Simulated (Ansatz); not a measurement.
Consider the ligand exchange at the Si–S bond: `[SiH3]S[SiH2]Cl` + `SS` → `SS[SiH2]Cl` + `[SiH3]S`.

Gas-phase electronic energies from Ansatz, PBE0-D4/def2-TZVP geometries. CBS: MP2 limit from def2 TZ/QZ plus the TZ coupled-cluster correction, frozen cores. This one scheme is used for every species. DFT in def2-TZVPP. B3LYP here is the variant with VWN-RPA as its local correlation; programs differ in this. Each species was taken in one conformer, which may not be the lowest.

`[SiH3]S[SiH2]Cl`:

```xyz
9

Si    0.376   -0.005   -1.572
S     0.109   -1.488   -0.043
Si   -0.267   -0.178    1.578
Cl   -1.905    1.017    1.239
H     1.050    1.186   -0.995
H     1.227   -0.632   -2.611
H    -0.926    0.392   -2.157
H     0.875    0.734    1.805
H    -0.540   -1.027    2.757
```

`SS`:

Cartesian coordinates in Å:
```
S 0.836 0.381 0.650
S -0.081 -0.082 -1.119
H -0.196 0.999 1.257
H -0.559 -1.297 -0.787
```

`SS[SiH2]Cl`:

```xyz
7

S    -0.585    1.362   -1.617
S    -0.822   -0.636   -1.152
Si    0.546   -0.705    0.477
Cl   -0.133    0.392    2.073
H    -1.487    1.855   -0.749
H     0.630   -2.125    0.891
H     1.851   -0.143    0.077
```

`[SiH3]S`:

Cartesian coordinates in Å:
```
Si -0.115 -0.154 0.491
S -0.478 0.266 -1.572
H 0.918 -1.207 0.662
H -1.417 -0.633 1.016
H 0.313 1.061 1.230
H 0.779 0.667 -1.827
```

Q: Is it downhill or uphill in electronic energy at CCSD(T)/CBS, and by how much? (Best estimate.)

A: Ansatz gave: Uphill: ΔE = +0.06 eV.

Q: What do these levels give: PBE-D4, r2SCAN-D4, PBE0-D4, B3LYP-D4, ωB97X-V, r2SCAN, B3LYP, SCS-MP2/def2-TZVPP, CCSD/def2-TZVPP, HF/def2-QZVPP, HF/CBS(def2), MP2/CBS(def2)? (Estimate.)

A: The calculation gave: PBE-D4 0.05, r2SCAN-D4 0.06, PBE0-D4 0.07, B3LYP-D4 0.05, ωB97X-V 0.07, r2SCAN 0.06, B3LYP 0.04, SCS-MP2/def2-TZVPP 0.06, CCSD/def2-TZVPP 0.06, HF/def2-QZVPP 0.07, HF/CBS(def2) 0.07, MP2/CBS(def2) 0.07 eV.

Largest T1 diagnostic among the species: 0.011.
